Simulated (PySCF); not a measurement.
Computed Raman spectrum (relative Raman activity) of a molecule C3H4BrF. The structure is a stationary point at B3LYP-D3(BJ)/def2-SVP. One conformer was computed; it need not be the lowest. Calculation: B3LYP-D3(BJ)/def2-SVP run with PySCF 2.14.0. Frequencies are harmonic and unscaled.

Lines under 2 % of the strongest are left out, and lines within 2 cm⁻¹ are merged.

ν (cm⁻¹): 746 (vw), 1016 (vw), 1408 (w), 1444 (m), 1448 (w), 1738 (m), 3036 (vs), 3103 (s), 3170 (m), 3232 (s) (against the strongest line: vs over 80 %, s over 45 %, m over 15 %, w over 4 %, vw less)

Task: Pick the molecule that these values belong to.
A) C/C(Br)=C\F
B) C/C=C(\F)Br
C) C/C(F)=C\Br
D) FC1(Br)CC1

Result: C, C/C(F)=C\Br
